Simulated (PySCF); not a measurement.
Ge(F)(OH)2(NH2) (FGeH4NO2), SMILES [NH2][Ge]([OH])([OH])[F]. Coordinates come from a PBE0-D3(BJ)/def2-SVP optimisation. One conformer was computed; it need not be the lowest.

Computed with PBE0-D3(BJ)/def2-SVP (PySCF).

Harmonic wavenumbers (cm⁻¹): 104, 178, 191, 231, 248, 271, 299, 313, 396, 699, 732, 768, 785, 860, 900, 926, 1530, 3613, 3726, 3901, 3903. Rotational constants (GHz): 3.613, 3.528, 3.117; symmetry number 1.

### Question
Work out the zero-point energy and the ideal-gas rigid-rotor harmonic-oscillator thermochemistry at 298.15 K and 1 atm.

### Answer
ZPE = ½ Σ hcν = ½ × 24574 cm⁻¹ = 35.13 kcal/mol. H − E(el) = 40.67 kcal/mol. Entropy in cal/(mol K): translation 40.76, rotation 26.49, vibration 18.36, total 85.62. G − E(el) = 15.14 kcal/mol. Cp = 28.28 cal/(mol K). Modes under 150 cm⁻¹ make the vibrational entropy uncertain.
